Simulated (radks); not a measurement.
Task: Rh2+, 43 electrons, occupied as [Ar] 3d10 4s1.75 4p6 4d7 5p0.25 (fractional occupations, a model configuration). Method: Dirac Kohn-Sham, OLYP, spin-unpolarised, spherical densities, finite nucleus; open shells are shared between the two j in proportion to 2j + 1; Fermi nuclear charge, rms radius 4.4945 fm; computed with a radial shooting solver on a logarithmic mesh with Libxc functionals. Some entries of the table are withheld. Estimate them.

| orbital | occ. | eigenvalue (hartree) | r(max) (bohr) | <r> (bohr) |
|---|---|---|---|---|
| 1s1/2 | 2 | -846.9658 | 0.02118 | 0.03263 |
| 2s1/2 | 2 | -123.6226 | 0.1199 | 0.1416 |
| 2p1/2 | 2 | -114.5420 | 0.09294 | (1) |
| 2p3/2 | 4 | -109.2286 | 0.09702 | (2) |
| 3s1/2 | 2 | -22.82426 | 0.3516 | 0.3901 |
| 3p1/2 | 2 | -19.26910 | 0.3382 | (3) |
| 3p3/2 | 4 | -18.35301 | 0.3478 | (4) |
| 3d3/2 | 4 | -12.06469 | 0.2894 | 0.3676 |
| 3d5/2 | 6 | -11.88351 | 0.2922 | 0.3711 |
| 4s1/2 | 1.75 | -3.87730 | 0.8800 | 0.9753 |
| 4p1/2 | 2 | -2.79100 | 0.9250 | (5) |
| 4p3/2 | 4 | -2.64513 | 0.9494 | (6) |
| 4d3/2 | 2.8 | -1.01189 | (7) | 1.403 |
| 4d5/2 | 4.2 | -0.99477 | (8) | 1.418 |
| 5s1/2 | 0 | -0.73609 | 2.340 | 2.689 |
| 5p1/2 | 0.0833333 | (9) | (10) | 3.242 |
| 5p3/2 | 0.166667 | (11) | (12) | 3.322 |

Result: 
(1) 2p1/2 <r> (bohr): 0.1203
(2) 2p3/2 <r> (bohr): 0.1252
(3) 3p1/2 <r> (bohr): 0.3827
(4) 3p3/2 <r> (bohr): 0.3934
(5) 4p1/2 <r> (bohr): 1.050
(6) 4p3/2 <r> (bohr): 1.079
(7) 4d3/2 r(max) (bohr): 1.114
(8) 4d5/2 r(max) (bohr): 1.124
(9) 5p1/2 eigenvalue (hartree): -0.53332
(10) 5p1/2 r(max) (bohr): 2.816
(11) 5p3/2 eigenvalue (hartree): -0.52022
(12) 5p3/2 r(max) (bohr): 2.899
